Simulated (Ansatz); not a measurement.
All numbers were calculated with Ansatz.

Basis-set series for `CSB(C)O`. Total charge 0; spin multiplicity 1. Geometry: relaxed with PBE0-D4/def2-TZVP. It is one conformer, not always the lowest.

| functional | basis | functions | energy (Eh) | HOMO (eV) | LUMO (eV) |
| --- | --- | --- | --- | --- | --- |
| PBE0-D4 | def2-TZVPP | 264 | -578.52409 | -7.06 | 0.52 |
| PBE0-D4 | def2-QZVPP | 508 | -578.54663 | -7.09 | 0.20 |
| ωB97M-V | def2-TZVPP | 264 | -578.76455 | -9.25 | 2.17 |
| ωB97M-V | def2-QZVPP | 508 | -578.78616 | -9.28 | 1.54 |

(1) Give the rows for def2-SVP. (Best estimate.)

## Answers

(1) The calculation gave: 
```
functional     basis  functions  energy (Eh)  HOMO (eV)  LUMO (eV)
   PBE0-D4  def2-SVP        109   -578.18071      -6.94       0.84
   ωB97M-V  def2-SVP        109   -578.41278      -9.10       2.95
```

Positive LUMOs are unbound and depend on the basis.
